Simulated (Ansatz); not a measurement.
Reaction (substitution at a C–Sn bond): `C[O][Sn]([F])([O]C)[C](C)(C)C` + HI → `CC(C)(C)I` + `C[O][SnH]([F])[O]C`

Gas-phase electronic energies from Ansatz, PBE0-D4/def2-TZVP geometries. CBS: MP2 limit from def2 TZ/QZ plus the TZ coupled-cluster correction, frozen cores. Functionals use def2-TZVPP. B3LYP here is the variant with VWN-RPA as its local correlation; programs differ in this. def2 core potentials past Kr. For I, Sn outer-core shells are correlated without core-valence functions, which leaves a few kJ/mol of doubt a bond. Each species was taken in one conformer, which may not be the lowest.

```tsv
level	ΔE (kJ/mol)	difference from CCSD(T)/CBS
PBE-D4	25.1	3.1
r2SCAN-D4	22.0	0.0
PBE0-D4	23.7	1.7
B3LYP-D4	24.5	2.5
ωB97X-V	23.1	1.1
ωB97M-V	23.3	1.3
PBE	20.0	-2.0
r2SCAN	18.9	-3.1
PBE0	18.6	-3.4
MP2/def2-TZVPP	22.8	0.8
SCS-MP2/def2-TZVPP	20.2	-1.8
CCSD/def2-TZVPP	25.6	3.6
CCSD(T)/def2-TZVPP	26.0	4.0
MP2/def2-QZVPP	20.2	-1.8
SCS-MP2/def2-QZVPP	17.6	-4.4
MP2/CBS(def2)	18.8	-3.2
CCSD(T)/CBS	22.0	0
```

Largest T1 diagnostic among the species: 0.014.

In def2-TZVPP, CCSD(T) changes the Hartree–Fock value by +16.9 kJ/mol (the triples alone add +0.4 kJ/mol) and MP2 by +13.7 kJ/mol. The D4 term adds +6.4 kJ/mol with B3LYP and +5.1 kJ/mol with PBE0; it sums over pairs of atoms, weighted by their polarisabilities, and B3LYP, whose exchange is more repulsive, gets the larger term.
